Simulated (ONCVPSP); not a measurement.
**caesium (Cs): excitation energies, all-electron against ONCV**

ONCVPSP 4.0.1 input, shortened (lines: element, Z, core and valence counts, functional; n l f; lmax; l rc ep ncon nbas qcut; lloc lpopt rc5 dvloc0; l nproj debl; icmod fcfact rcfact), PBEsol, scalar-relativistic:

```
  Cs 55.00   10    2  -116133      upf
    1    0    2.00
    2    0    2.00
    2    1    6.00
    3    0    2.00
    3    1    6.00
    3    2   10.00
    4    0    2.00
    4    1    6.00
    4    2   10.00
    5    0    2.00
    5    1    6.00
    5    2    1.00
    2
    0    3.55    0.09    4    7    1.40
    1    3.30    0.00    4    9    4.40
    2    3.45    0.00    5    8    2.70
    4    5    2.45    1.00
    0    2    4.00
    1    2    0.40
    2    1    1.20
    1    0.65    0.00
```

In the s channel the program set the typed energies aside and used 0.050, 4.050 Ha. In the p channel the program set the typed energies aside and used -0.506, 0.250 Ha.

Energies are relative to the spin-unpolarised reference configuration 5p6 5d1; without spin polarisation the order of configurations can differ from experiment.

| valence configuration | charge | ΔE all-electron (eV) | error AE − PS (meV) |
| --- | --- | --- | --- |
| 5p6 5d0 | +1 | 2.130 | -0.8 |
| 5p6 5d0.5 6s0.5 | 0 | -0.819 | +8.1 |

(1) What are ΔE and the potential's error for 5p6 5d0 6s1?

(2) What are ΔE and the potential's error for 5p6 5d0 6s0.5?

Levels in the configuration 5p6 5d0 6s0.5:

| level | all-electron (eV) | pseudo (eV) |
| --- | --- | --- |
| 5p | -15.953 | -15.997 |
| 6s | -3.765 | -3.782 |

## Answers

(1) ΔE = -1.662 eV all-electron; the error (AE − PS) is +15 meV.

(2) ΔE = -0.205 eV all-electron; the error (AE − PS) is +6.2 meV.
